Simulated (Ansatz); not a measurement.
AlH+, multiplicity 2 (the spin of the measured ground state), most abundant isotopes (1.0078 and 26.9815 u). Constants from fifth-degree fits in 1/R to seven points on the lowest solution found; no spin–orbit coupling, no relativity up to Kr; ω_e x_e and α_e move by some per cent with the fit.

Frozen-core correlation. CBS(a, b) extrapolates the correlation energy as X⁻³ and adds the Hartree–Fock energy of set b.

Run with Ansatz (a program for electronic structure) with Gaussian orbitals. Values without a source in brackets are computed.

| level | r_e (Å) | ω_e (cm⁻¹) | ω_e x_e (cm⁻¹) | α_e (cm⁻¹) |
|---|---|---|---|---|
| PBE/def2-TZVPP | 1.6366 | 1581.6 | 61.2 | 0.296 |
| CCSD(T)/CBS(aug-cc-pV(Q+d)Z, aug-cc-pV(5+d)Z) | 1.6064 | 1701.9 | 66.3 | 0.298 |

### Question
Derive the rotational constants, the centrifugal constant, the fundamental, the zero-point energy and the force constant.

### Answer

μ = 0.97154 u.
- PBE/def2-TZVPP: B_e = 16.8576/(μ r_e²) = 6.4778 cm⁻¹; B₀ = B_e − α_e/2 = 6.3299 cm⁻¹; D = 4B_e³/ω_e² = 4.35e-04 cm⁻¹; fundamental ω_e − 2ω_e x_e = 1459 cm⁻¹; zero-point energy ω_e/2 − ω_e x_e/4 = 775 cm⁻¹; k = μ(2πcω_e)² = 143 N/m
- CCSD(T)/CBS(aug-cc-pV(Q+d)Z, aug-cc-pV(5+d)Z): B_e = 16.8576/(μ r_e²) = 6.7237 cm⁻¹; B₀ = B_e − α_e/2 = 6.5747 cm⁻¹; D = 4B_e³/ω_e² = 4.20e-04 cm⁻¹; fundamental ω_e − 2ω_e x_e = 1569 cm⁻¹; zero-point energy ω_e/2 − ω_e x_e/4 = 834 cm⁻¹; k = μ(2πcω_e)² = 166 N/m

Measured for the ground state: r_e 1.602 Å [NIST CCCBDB].
